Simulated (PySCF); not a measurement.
2-methylbut-2-ene (C5H10), SMILES CC=C(C)C. Geometry: PBE-D3(BJ)/def2-SVP.

Problem. Give the equilibrium geometry at PBE-D3(BJ)/def2-SVP (PySCF confirms it by a frequency run) as bond lengths and angles, and its point group. (The exact figures need the calculation; the answer reports its results.)

Solution. point group Cs.
Atoms: C1 C2 C3 C4 C5 H6 H7 H8 H9 H10 H11 H12 H13 H14 H15. Bond lengths (Å): C1–C2 1.499, C1–H6 1.112, C1–H7 1.107, C1–H8 1.112, C2–C3 1.355, C2–H9 1.106, C3–C4 1.507, C3–C5 1.508, C4–H10 1.112, C4–H11 1.112, C4–H12 1.106, C5–H13 1.107, C5–H14 1.113, C5–H15 1.113. Bond angles (°): C2–C1–H6 111.1, C2–C1–H7 113.2, C2–C1–H8 111.1, H6–C1–H7 107.5, H6–C1–H8 105.9, H7–C1–H8 107.5, C1–C2–C3 128.2, C1–C2–H9 115.1, C3–C2–H9 116.6, C2–C3–C4 124.4, C2–C3–C5 120.9, C4–C3–C5 114.7, C3–C4–H10 110.7, C3–C4–H11 110.7, C3–C4–H12 113.4, H10–C4–H11 106.0, H10–C4–H12 107.8, H11–C4–H12 107.8, C3–C5–H13 112.1, C3–C5–H14 111.2, C3–C5–H15 111.2, H13–C5–H14 108.1, H13–C5–H15 108.1, H14–C5–H15 106.0.
Charge 0, spin multiplicity 1.
